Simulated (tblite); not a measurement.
Species: C₄H₇O₃S (charge -1).
Geometry (GFN2-xTB, Å), atoms numbered from 1 in this order:
```xyz
15
C4H7O3S angstrom
C     -2.0855    0.6343    0.1601
C     -1.4294   -0.7338    0.0211
C      0.0726   -0.6837   -0.0820
C      0.8667    0.3542    0.0378
S      2.6526    0.1196   -0.1486
O      2.9974    0.9693   -1.2906
O      3.2079    0.5875    1.1230
O      2.8441   -1.3096   -0.3918
H     -1.7436    1.1273    1.0666
H     -1.8245    1.2601   -0.6899
H     -3.1706    0.5395    0.2033
H     -1.6967   -1.3573    0.8820
H     -1.8226   -1.2360   -0.8695
H      0.5579   -1.6327   -0.2739
H      0.5691    1.3692    0.2305
```

Structure optimised with GFN2-xTB, isolated species.

Take the most abundant isotopes and a rigid rotor. The values belong to one conformer with, in the numbering `[CH3:1][CH2:2]/[CH:3]=[CH:4]/[S:5](=[O:6])(=[O:7])[O-:8]`, C1–C2–C3–C4 6°.

Task: What are A, B and C (MHz)?

Result: Ia = 128.36, Ib = 559.63, Ic = 585.47 u·Å²; 505379 MHz·u·Å²/I gives A = 3937, B = 903.1, C = 863.2 MHz.

Task: What kind of rotor is it?

Result: A near-prolate asymmetric top. Ray's parameter κ = (2B − A − C)/(A − C) = -0.974; −1 is the prolate and +1 the oblate limit.

Task: What does the inertial defect say?

Result: Not planar: Δ = Ic − Ia − Ib = -102.52 u·Å². For a rigid frame Δ = −2 Σ m c², so Σ m c² = 51.26 u·Å² lies off the ab plane: 3.15 from hydrogen and 48.11 from heavier atoms. The atom farthest from that plane is 1.25 Å away.

Task: Give the other two planar moments, Paa and Pbb, and the rms extents of the mass along the axes.

Result: Paa = Σ m a² = (Ib + Ic − Ia)/2 = 508.37 and Pbb = Σ m b² = (Ia + Ic − Ib)/2 = 77.10 u·Å². With the mass M = 135.01 u, the rms extents √(P/M) along a, b and c are 1.94, 0.76, 0.62 Å.

Its GFN2-xTB frequencies are all real (lowest 31 cm⁻¹). No vibrational averaging or centrifugal distortion is included, and the geometry carries the error of its method.

Time: 1.6 s. Hardware: one thread, Intel Xeon Platinum 8259CL at 2.50 GHz (x86_64), no GPU, shared host with 96 logical CPUs at a one-minute load of 125. That covers the optimisation of the geometry.

All values are computed, not measured.
